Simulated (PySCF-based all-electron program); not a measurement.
The numbers below are computed, except where a source is named.
Forces on CH₄Cd, singlet in several shapes

Method: all-electron DFT (in-house code on PySCF), basis-limit composite values; Koelling–Harmon scalar relativity, no spin–orbit coupling, spin-restricted. Forces are good to about 0.006 eV/Å. In part, the step from PBE was taken on X2C orbitals. Atoms are numbered as listed.

Shape A:

```xyz
6

Cd    0.0000    0.0000    0.0000
C     0.0000    0.0000    2.1220
H     0.0000    0.0000   -1.6820
H     1.0298    0.0000    2.5029
H    -0.5149    0.8918    2.5029
H    -0.5149   -0.8918    2.5029
```

PBE forces:

```tsv
atom	Fx	Fy	Fz (eV/Å)
Cd1	0.000	0.000	-0.001
C2	0.000	0.000	-0.016
H3	0.000	0.000	-0.003
H4	-0.023	0.000	0.007
H5	0.012	-0.020	0.007
H6	0.012	0.020	0.007
```

(1) What forces does r2SCAN give in shape A?

Shape B:

```xyz
6

Cd    0.0000    0.0000    0.0000
C     0.0000    0.0000    1.9098
H     0.0000    0.0000   -1.6820
H     1.0298    0.0000    2.2907
H    -0.5149    0.8918    2.2907
H    -0.5149   -0.8918    2.2907
```

Against shape A, Cd1–C2 goes from 2.122 to 1.910 Å.

(2) What forces does PBE give in shape B?

(3) What forces does r2SCAN give in shape B?

## Answers

(1) The forces move by 0.178 eV/Å (r.m.s. over the atoms) from PBE.

```json
{"atom": "Cd1", "Fx": "0.000", "Fy": "0.000", "Fz (eV/Å)": "-0.005"}
{"atom": "C2", "Fx": "0.000", "Fy": "0.000", "Fz (eV/Å)": "0.054"}
{"atom": "H3", "Fx": "0.000", "Fy": "0.000", "Fz (eV/Å)": "0.133"}
{"atom": "H4", "Fx": "-0.250", "Fy": "0.000", "Fz (eV/Å)": "-0.060"}
{"atom": "H5", "Fx": "0.125", "Fy": "-0.216", "Fz (eV/Å)": "-0.060"}
{"atom": "H6", "Fx": "0.125", "Fy": "0.216", "Fz (eV/Å)": "-0.060"}
```

(2) 

```csv
atom,Fx,Fy,Fz (eV/Å)
Cd1,0.000,0.000,-4.016
C2,0.000,0.000,3.445
H3,0.000,0.000,-0.033
H4,-0.048,0.000,0.201
H5,0.024,-0.041,0.201
H6,0.024,0.041,0.201
```

(3) The forces move by 0.188 eV/Å (r.m.s. over the atoms) from PBE.

```json
{"atom": "Cd1", "Fx": "0.000", "Fy": "0.000", "Fz (eV/Å)": "-4.091"}
{"atom": "C2", "Fx": "0.000", "Fy": "0.000", "Fz (eV/Å)": "3.593"}
{"atom": "H3", "Fx": "0.000", "Fy": "0.000", "Fz (eV/Å)": "0.100"}
{"atom": "H4", "Fx": "-0.273", "Fy": "0.000", "Fz (eV/Å)": "0.133"}
{"atom": "H5", "Fx": "0.137", "Fy": "-0.237", "Fz (eV/Å)": "0.133"}
{"atom": "H6", "Fx": "0.137", "Fy": "0.237", "Fz (eV/Å)": "0.133"}
```
